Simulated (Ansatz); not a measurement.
Reaction (redistribution): `C=C[SiH2][SiH2]F` + `O[Si]1(Cl)C=N1` → `C=C[SiH2][SiH2]Cl` + `O[Si]1(F)C=N1`

Program: Ansatz. Geometries: PBE0-D4/def2-TZVP. ΔE: electronic, gas phase. CBS: MP2 limit from def2 TZ/QZ plus the TZ coupled-cluster correction, frozen cores. Functionals use def2-TZVPP. B3LYP here is the variant with VWN-RPA as its local correlation; programs differ in this. HSE06 is defined as in plane-wave codes. One conformer a species, not always the lowest.

Question: Is it downhill or uphill in electronic energy at CCSD(T)/CBS, and by how much? (Best estimate.)

Answer: Ansatz gave: Downhill: ΔE = -14.5 kJ/mol.

Question: What do these levels give: LDA (SPW92), r2SCAN-D4, r2SCANh-D4, HSE06-D4, BHLYP-D4, B2PLYP, PBE0, B3LYP, r2SCAN0, CCSD(T)/def2-SVP, CCSD(T)/def2-TZVPP, SCS-MP2/def2-QZVPP? (An estimate is asked.)

Answer: Ansatz gave: LDA (SPW92) -12.7, r2SCAN-D4 -13.7, r2SCANh-D4 -14.6, HSE06-D4 -14.3, BHLYP-D4 -15.4, B2PLYP -12.4, PBE0 -13.5, B3LYP -11.5, r2SCAN0 -15.5, CCSD(T)/def2-SVP -12.0, CCSD(T)/def2-TZVPP -14.4, SCS-MP2/def2-QZVPP -13.3 kJ/mol.

Largest T1 diagnostic among the species: 0.013.

From BLYP to BHLYP (50 % exact exchange), in def2-TZVPP and without D4, ΔE moves by −5.2 kJ/mol. Leaving LDA and LC-ωPBE aside and taking each functional with its dispersion term where it has one, the values, not all of them listed here, spread over 5.5 kJ/mol, from r2SCAN0-D4 to BLYP-D4.
